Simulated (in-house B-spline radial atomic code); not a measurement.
## Ionising Fe13+ with different functionals

Computed with an all-electron radial atomic-structure program (B-spline basis): scalar-relativistic (spin-free X2C) Hamiltonian, Fermi nucleus of rms radius 3.7377 fm, spin-polarised at highest spin, spherical fractional occupations for the functionals. The ionisation energy is the difference of two self-consistent energies, [Ne] 3s2 3p1 → [Ne] 3s2, without Breit or QED terms; ε is the level of the shell that loses the electron (its least bound occupied spin orbital).

Hybrids are left out here: with spherical fractional occupations of an open shell their exact exchange keeps a self-interaction that integer-occupation calculations don't have.

| method | rung | ΔSCF (eV) | -ε(3p) (eV) |
| --- | --- | --- | --- |
| RPBE | GGA | 390.46 | 375.17 |
| AM05 | GGA | ? | ? |
| OLYP | GGA | ? | ? |
| r2SCAN | meta-GGA | 389.93 | 375.11 |

What does AM05 give?

ΔSCF 390.49 eV, and -ε(3p) = 375.08 eV.

What does OLYP give?

ΔSCF 390.93 eV, and -ε(3p) = 375.92 eV.

How do they compare with the NIST value?

NIST lists 392.2 eV ± 0.7 (semi-empirical, ground level to ground level). Errors run from -2.27 to -1.27 eV. The correlated functionals all miss on the same side by more than they spread, so the cause is common to them (spin-orbit coupling, Breit-QED terms, multiplet and fine-structure energies, or a listed next ion that isn't the cheapest removal here) and closeness doesn't rank the functionals.
